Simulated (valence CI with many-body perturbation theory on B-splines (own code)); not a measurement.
# Hyperfine factors and g values of Rh¹³⁺

Calculated by configuration interaction combined with many-body perturbation theory (CI+MBPT): four valence electrons over a frozen Dirac-Fock core [Ar] 3d10, a basis of 11 s, 11 p, 10 d, 8 f, 5 g, 2 h functions for each j, with the one-electron correlation potential Σ1, the two-electron term Σ2, the three-electron term Σ3, Breit, model QED; selected CI, second order for the rest, scaled by the run's own slope (own B-spline code, finite nucleus).

No measured spectrum was set against this ion. As an estimate, levels hold to about 250 cm⁻¹ or 0.2 % of their energy and the worst to 1 %, as in measured heavy ions of charge 2 to 7; those with d or f electrons hold less well. Among the levels kept, up to 600 cm⁻¹ of a level comes from second order outside the variational space, and about a tenth of that is noise between levels of different J, which matters for small intervals.

A/g_I is the dipole constant over the nuclear g factor μ/I (μ in nuclear magnetons, uniformly magnetised nucleus), B/Q the quadrupole constant per barn. Both hold the static response of the core; the bare values leave it out. Large factors of s and p1/2 electrons are usually good to 5 to 10 %; those of open d and f shells near neutrality can be off by tens of per cent, and small factors of p3/2, d and f electrons come from cancelling terms and can be off by a factor of two or in sign, in half-filled shells by more. B is blank for J = 1/2, where it vanishes, and for nearly pure S terms. Energies count from the lowest level. Levels with J = 0 are left out.

Names give the largest LS component (configuration and term), which can be under half, so a name can repeat, a term be missing and a line seem to break the LS rules; names also repeat where a configuration has a term twice.

| Level | E (cm⁻¹) | g | A/g_I (MHz) | A/g_I bare | B/Q (MHz/b) | B/Q bare |
| --- | --- | --- | --- | --- | --- | --- |
| 4s2.4p2 3P_1 | 31085 | 1.500 | -1100 | -1170 | 5480 | 5090 |
| 4s2.4p2 3P_2 | 43400 | 1.299 | 11900 | 11100 | 1660 | 1540 |
| 4s2.4p2 1D_2 | 85523 | 1.201 | 6980 | 6520 | 9220 | 8580 |
| 4s.4p3 5S°_2 | 263550 | 1.943 | 31100 | 29200 | 968 | 897 |
| 4s.4p3 3D°_1 | 319490 | 0.695 | -17300 | -16300 | 8790 | 8180 |
| 4s.4p3 3D°_2 | 323080 | 1.266 | 21600 | 20300 | 13500 | 12600 |
| 4s.4p3 3D°_3 | 335500 | 1.333 | 28400 | 26700 | -796 | -724 |
| 4s.4p3 3P°_1 | 369840 | 1.353 | 33800 | 31800 | -9220 | -8570 |
| 4s.4p3 3P°_2 | 374640 | 1.328 | 16100 | 15100 | -12500 | -11700 |
| 4s.4p3 1D°_2 | 413740 | 1.126 | 20500 | 19300 | -3660 | -3440 |
| 4s.4p3 3S°_1 | 420620 | 1.623 | -4510 | -4300 | 246 | 228 |
| 4s.4p3 1P°_1 | 468460 | 1.326 | -10800 | -10200 | -117 | -94.8 |
| 4s2.4p.4d 3F°_2 | 480910 | 0.695 | 9650 | 9180 | 6690 | 6160 |
| 4s2.4p.4d 3F°_3 | 498310 | 1.091 | 5880 | 5580 | 6700 | 6160 |
| 4s2.4p.4d 3P°_2 | 522260 | 1.245 | -523 | -434 | -21.7 | -74.5 |
| 4s2.4p.4d 3F°_4 | 526570 | 1.250 | 2820 | 2650 | 13100 | 12100 |
| 4s2.4p.4d 3D°_1 | 532920 | 0.868 | -6260 | -5810 | 1450 | 1330 |
| 4s2.4p.4d 1D°_2 | 552690 | 1.106 | 1820 | 1680 | -1170 | -1130 |
| 4s2.4p.4d 3P°_1 | 564630 | 1.155 | 3790 | 3620 | -5580 | -5170 |
| 4s2.4p.4d 3D°_3 | 566460 | 1.298 | 4630 | 4350 | -4360 | -4070 |
| 4s2.4p.4d 3D°_2 | 569800 | 1.289 | 4690 | 4450 | -7430 | -6900 |
| 4s2.4p.4d 1F°_3 | 606360 | 1.026 | 3950 | 3750 | 11400 | 10600 |
| 4s2.4p.4d 1P°_1 | 614980 | 0.976 | -1860 | -1670 | 1660 | 1520 |
| 4p4 3P_2 | 643370 | 1.378 | 6510 | 6170 | 1650 | 1530 |
| 4p4 3P_1 | 680960 | 1.496 | 1060 | 1070 | -4180 | -3890 |
| 4p4 1D_2 | 689020 | 1.120 | 12500 | 11800 | -13500 | -12500 |
| 4s.4p2.4d 5F_1 | 708150 | 0.119 | -23000 | -21600 | 73.5 | 37.9 |
| 4s.4p2.4d 5F_2 | 713250 | 1.086 | 7270 | 6900 | 3430 | 3140 |
| 4s.4p2.4d 5F_3 | 722520 | 1.314 | 12400 | 11700 | 5730 | 5250 |
| 4s.4p2.4d 5F_4 | 737770 | 1.370 | 13200 | 12400 | 6020 | 5500 |
| 4s.4p2.4d 5D_1 | 740390 | 1.412 | 18000 | 17000 | -6160 | -5690 |
| 4s.4p2.4d 5D_2 | 742160 | 1.361 | 16300 | 15400 | -7460 | -6910 |
| 4s.4p2.4d 5D_3 | 745060 | 1.371 | 18200 | 17200 | -6930 | -6440 |
| 4s.4p2.4d 5D_4 | 753230 | 1.406 | 18500 | 17500 | 1910 | 1750 |

Problem. Take the isotope of mass number 103, with I = 1/2, μ = -0.08829 μN. What is the hyperfine structure of 4s.4p3 3D°_3?

Solution. From the table A = -5020 MHz. Shifts from the centre of gravity in MHz: F = 5/2: 10000, F = 7/2: -7530.
